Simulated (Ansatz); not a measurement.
Abridged output of a molecular run in Ansatz:

```
Functional definition: HF
1282 factors; integrals over basis functions are off by at most 1.1e-3 eV
mean field evaluation 1: about -16486.8690 eV, gradient 3.8e1 eV
mean field evaluation 2: about -16487.0594 eV, gradient 3.9e1 eV
mean field evaluation 4: about -16490.3228 eV, gradient 3.2e0 eV
mean field evaluation 8: about -16490.3906 eV, gradient 2.4e-1 eV
mean field evaluation 16: about -16490.3910 eV, gradient 2.6e-6 eV
mean field -16490.39101831 eV, -606.0106923345 hartree, gradient 2.6e-6 eV, S^2 0.000000; 0 other end points of the search recorded, 0 dependent functions left out
10 core orbitals not correlated: weight in the atoms' cores, before any rotation towards them, 1.000 or more for the frozen orbitals, at most 0.000 for the correlated occupied ones
reference -16490.39101831 eV, -606.0106923345 hartree; 15, 15 occupied and 168, 168 virtual orbitals, 1282 factors
second order -19.78686784 eV of doubles, -0.00000000 eV of singles
cycle   1  -19.72906727 eV  change    5.8e-2 eV  update   1.1e-1
cycle   2  -20.27483630 eV  change   -5.5e-1 eV  update   3.6e-2
cycle   3  -20.40507364 eV  change   -1.3e-1 eV  update   2.1e-2
cycle   4  -20.39229689 eV  change    1.3e-2 eV  update   5.7e-3
cycle   5  -20.38869736 eV  change    3.6e-3 eV  update   2.6e-3
cycle   6  -20.38962566 eV  change   -9.3e-4 eV  update   8.0e-4
cycle   7  -20.38928947 eV  change    3.4e-4 eV  update   3.2e-4
cycle   8  -20.38919053 eV  change    9.9e-5 eV  update   1.1e-4
cycle   9  -20.38925750 eV  change   -6.7e-5 eV  update   4.4e-5
cycle  10  -20.38926506 eV  change   -7.6e-6 eV  update   1.7e-5
perturbative correction -0.67278605 eV, -0.0247244313 hartree
Total energy: -16511.45306942 eV, -606.7847084364 hartree
```

Its atoms:

Z-matrix (Å, degrees):
```
Si
Sb 1 2.580
H 1 1.489 2 108.7
H 1 1.486 2 109.4 3 -118.5
H 1 1.485 2 110.8 3 120.6
O 2 1.984 1 92.4 3 -163.3
H 2 1.717 1 90.2 3 -68.1
H 6 0.960 2 109.5 1 -146.7
```

Question: Which basis set was used?
A. cc-pV(Q+d)Z
B. cc-pV(D+d)Z
C. def2-SVP
D. def2-TZVPP

Answer: D. It gives 193 functions.

Question: Write the keys of the input that set method, charge and spin (a neutral closed shell needs none for the last two).

Answer: 
```yaml
correlation: {method: ccsd_t}
```
